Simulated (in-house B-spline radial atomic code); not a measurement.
Results of a calculation; reference values are marked as such.
# Correlation energy from the adiabatic connection: ω²r²/2 − Z/r, ω = 0.0746, Z = 2

Two electrons in a singlet, external potential ω²r²/2 − Z/r, ω = 0.0746, Z = 2 (atomic units). Full CI in B-splines (partial waves to l = 8, correlation up to 0.6 % small) with the density held fixed gives W(λ) = <V_ee>_λ − U, and E_c is the integral of W(λ) − W(0) from 0 to 1.

| λ | W(λ) − W(0) (hartree) |
| --- | --- |
| 0 | 0.00000 |
| 0.02 | -0.00192 |
| 0.05 | -0.00477 |
| 0.12 | -0.01126 |
| 0.25 | -0.02281 |
| 0.4 | -0.03536 |
| 0.6 | -0.05092 |
| 0.8 | -0.06527 |
| 1 | -0.07855 |

**Question.** Integrate the table by the trapezoid rule.

**Answer.** The strips give -0.00002, -0.00010, -0.00056, -0.00221, -0.00436, -0.00863, -0.01162, -0.01438, which sum to -0.04189 hartree. The direct value, W(1) − W(0) + T_c with T_c = 0.03658, is -0.04196; the curve is convex, so chords lie above it and the trapezoids fall short in size by 0.19 %.

**Question.** Now use only three numbers: W(0) = -1.0281, the initial slope W'(0) = -0.0964 (extrapolated from the first points) and the strong-coupling limit of the point-charge-plus-continuum model, W∞ = -1.4664. What do second-order theory and the interpolation W(λ) = W∞ + (W(0) − W∞)/√(1 + 2χλ) of Seidl, Perdew and Levy give?

**Answer.** Second order keeps the slope alone: E_c = W'(0)/2 = -0.04820, +15 % in size against -0.04196. Matching the slope fixes χ = W'(0)/(W∞ − W(0)) = -0.0964/(-0.43830) = 0.21994. Integrating, with s = √(1 + 2χ) = 1.199951, E_c = −(W(0) − W∞)(s − 1)/(s + 1) = −0.43830 × 0.199951/2.199951 = -0.03984 hartree, -5.1 % in size against the full result. At λ = 1 the formula gives W − W(0) = -0.07303 against -0.07855. Part of the miss can come from the model's W∞.
